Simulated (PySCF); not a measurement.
## Computed data sheet: `CO[C@H]1CCC[SiH2]1`

C5H12OSi.
Numbering: `[CH3:1][O:2][C@H:3]1[CH2:4][CH2:5][CH2:6][SiH2:7]1` (hydrogens: H8, H9, H10 on C1; H11 on C3; H12, H13 on C4; H14, H15 on C5; H16, H17 on C6; H18, H19 on Si7)

Cartesian coordinates in Å at the PBE0-D3(BJ)/def2-SVP level; atoms count from 1:
```
atom  x, y, z in Å
C1     2.8689   -0.6081    0.0997
O2     1.6327   -1.1879    0.3857
C3     0.5766   -0.2722    0.5044
C4     0.1408    0.3991   -0.8106
C5    -1.2863    0.9211   -0.6374
C6    -2.1738   -0.2172   -0.1032
Si7   -1.0335   -1.1171    1.1166
H8     3.6267   -1.4041    0.1229
H9     3.1446    0.1611    0.8491
H10    2.8975   -0.1331   -0.8994
H11    0.8472    0.5261    1.2310
H12    0.8256    1.2043   -1.1236
H13    0.1630   -0.3713   -1.6026
H14   -1.2796    1.7546    0.0876
H15   -1.6739    1.3398   -1.5801
H16   -3.1187    0.1457    0.3272
H17   -2.4377   -0.9082   -0.9214
H18   -1.0024   -2.6001    0.9449
H19   -1.3278   -0.8060    2.5502
```

Among its groups: ether, Si–H bond and C–Si bond.

**PBE0-D3(BJ)/def2-SVP geometry optimisation, gas phase (PySCF)**

| Property | Result |
| --- | --- |
| Point group | C1 |
| Rotational constants A, B, C | 3.795, 1.536, 1.177 GHz |

**B3LYP/def2-SVPD ground state and vertical TDDFT (core frozen in the response) (PySCF)**

| Property | Result |
| --- | --- |
| Dipole moment | 1.67 D |
| HOMO energy | -7.07 eV |
| LUMO energy | 0.25 eV |
| HOMO–LUMO gap | 7.32 eV |
| Lowest singlet excitation | 6.50 eV (191 nm, f = 0.003) |
| Strongest line among the 6 lowest singlet transitions | S6 at 7.22 eV (172 nm, f = 0.046) |
| Static isotropic polarisability | 91.1 au |
| Electronic spatial extent ⟨r²⟩ about the centre of nuclear charge | 1078 bohr² |

Monoisotopic mass (most abundant isotopes): 116.0657 u.

S1 lies 0.82 eV below the HOMO–LUMO gap; its leading configuration is HOMO→LUMO, weight 0.85. The rotational constants make it an asymmetric top with κ = (2B − A − C)/(A − C) = -0.73, nearer the prolate limit (−1). With B = h/(8π²I), that is 505.379 GHz u Å² over I, the principal moments of inertia are 133.2, 329.1 and 429.3 u Å² (most abundant isotopes). The polarisability is 13.51 Å³ as a volume (1 au = 0.148185 Å³), or 1.42 au for each of the 64 electrons. No computed singlet falls in the visible range (750 to 380 nm, 1.65 to 3.26 eV); S1 lies 3.24 eV above its blue end. In atomic units the dipole is 0.66 e·bohr (1 au = 2.5417 D). In wavenumbers S1 is 52400 cm⁻¹ (1 eV = 8065.54 cm⁻¹). The principal polarisabilities are 78.9, 92.8 and 101.7 au; their mean is the isotropic value.

For the TDDFT job (B3LYP/def2-SVPD), hardware: Arm Neoverse N1, one thread, no GPU, shared host with 64 logical CPUs at a one-minute load of 59. Cost: 1.8 min wall (with the writing of density and orbital grids), 1.1 GiB resident at most.

One conformer stands for the species.
